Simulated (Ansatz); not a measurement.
Cost and result for the atomization energy of `C[CH](C)[Mg][CH](C)C` (21 atoms, 20 bonds).

```xyz
21

C     2.8092   -0.8550   -0.5459
C     1.9013   -0.8156    0.6819
C     2.4397    0.1811    1.7066
Mg   -0.1313   -0.4643    0.1873
C    -2.1531   -0.0744   -0.3220
C    -2.7352    1.1137    0.4414
C    -2.3581    0.1100   -1.8245
H     2.8174    0.1016   -1.0813
H     2.5110   -1.6226   -1.2675
H     3.8554   -1.0626   -0.2736
H     1.9312   -1.8126    1.1454
H     3.4872   -0.0305    1.9706
H     2.4224    1.2095    1.3273
H     1.8697    0.1755    2.6414
H    -2.7182   -0.9683   -0.0201
H    -3.7915    1.2866    0.1839
H    -2.2084    2.0473    0.2115
H    -2.6911    0.9808    1.5273
H    -2.0365   -0.7609   -2.4049
H    -1.8054    0.9742   -2.2112
H    -3.4158    0.2864   -2.0736
```

The species carries charge 0 and has multiplicity 1. Correlated methods include outer-core shells of Mg, which these sets cover unevenly. The geometry is a stationary point of PBE0-D4/def2-TZVP. It is one conformer, not always the lowest. Program: Ansatz. All runs use 2 threads of an AMD EPYC 7R13 on a shared host and a share of an NVIDIA H100 80 GB. Times are those of one run each, without the atoms' runs, and a repeat can differ threefold. Electronic energies, without spin–orbit coupling; frozen cores. CCSD(T)/CBS adds CCSD(T) − MP2 in def2-TZVPP to the MP2 limit, and its time is that of the two runs behind it. T1 = 0.009. With those shells the extrapolation isn't a true limit. HSE06 is the plane-wave form, built on full-range PBE exchange.

CCSD(T)/CBS is a level of theory with its own doubt, some kJ/mol a heavy atom from the limit and from the frozen cores, so smaller differences don't rank the functionals.

```json
{"level": "revPBE-D4/def2-TZVPP", "functions": "414", "wall time": "3.2 s"}
{"level": "r2SCAN-D4/def2-TZVPP (with forces)", "functions": "414", "wall time": "3.5 s"}
{"level": "B2PLYP/def2-TZVPP", "functions": "414", "wall time": "3.6 s"}
{"level": "PBE0-D4/def2-TZVPP", "functions": "414", "wall time": "3.6 s"}
{"level": "LDA (SPW92)/def2-TZVPP", "functions": "414", "wall time": "4 s"}
{"level": "CCSD(T)/def2-SVP", "functions": "172", "wall time": "4 s"}
{"level": "ωB97X-V/def2-TZVPP", "functions": "414", "wall time": "4.6 s"}
{"level": "r2SCANh-D4/def2-TZVPP", "functions": "414", "wall time": "5.5 s"}
{"level": "CAM-B3LYP-D4/def2-TZVPP", "functions": "414", "wall time": "5.5 s"}
{"level": "MP2/def2-QZVPP", "functions": "825", "wall time": "6.5 s"}
{"level": "HSE06-D4/def2-TZVPP", "functions": "414", "wall time": "8.1 s"}
{"level": "CCSD(T)/def2-TZVPP", "functions": "414", "wall time": "25 s"}
{"level": "CCSD(T)/CBS(def2)", "functions": "–", "wall time": "32 s"}
```

(1) What atomization energy does each give, and how far from CCSD(T)/CBS? (Estimate.)

Answers

(1) Ansatz gave: 
```
                             level  atomization (kJ/mol)  difference from CCSD(T)/CBS  per bond
              revPBE-D4/def2-TZVPP                7792.1                        -42.1      -2.1
r2SCAN-D4/def2-TZVPP (with forces)                7844.8                         10.6       0.5
                 B2PLYP/def2-TZVPP                7744.0                        -90.2      -4.5
                PBE0-D4/def2-TZVPP                7867.0                         32.8       1.6
            LDA (SPW92)/def2-TZVPP                8830.1                        995.9      49.8
                  CCSD(T)/def2-SVP                7521.1                       -313.1     -15.7
                ωB97X-V/def2-TZVPP                7826.2                         -8.0      -0.4
             r2SCANh-D4/def2-TZVPP                7818.5                        -15.7      -0.8
           CAM-B3LYP-D4/def2-TZVPP                7851.1                         16.9       0.8
                    MP2/def2-QZVPP                7824.6                         -9.6      -0.5
               HSE06-D4/def2-TZVPP                7872.0                         37.8       1.9
                CCSD(T)/def2-TZVPP                7655.4                       -178.8      -8.9
                 CCSD(T)/CBS(def2)                7834.2                          0.0       0.0
```

From BLYP to BHLYP (50 % exact exchange), in def2-TZVPP and without D4, the atomization energy moves by −75.4 kJ/mol: exact exchange takes away binding that semilocal exchange gives to molecules. Leaving LDA and LC-ωPBE aside and taking each functional with its dispersion term where it has one, the values, not all of them listed here, spread over 289.7 kJ/mol, from BHLYP-D4 to PBE-D4. LDA lies +919.1 kJ/mol from PBE without D4, its usual overbinding. At CCSD(T), def2-SVP lies −313.1 kJ/mol from the extrapolated value and def2-TZVPP −178.7 kJ/mol: correlation converges slowly with the basis, and small sets miss more of it in the bonded molecule than in its fragments.
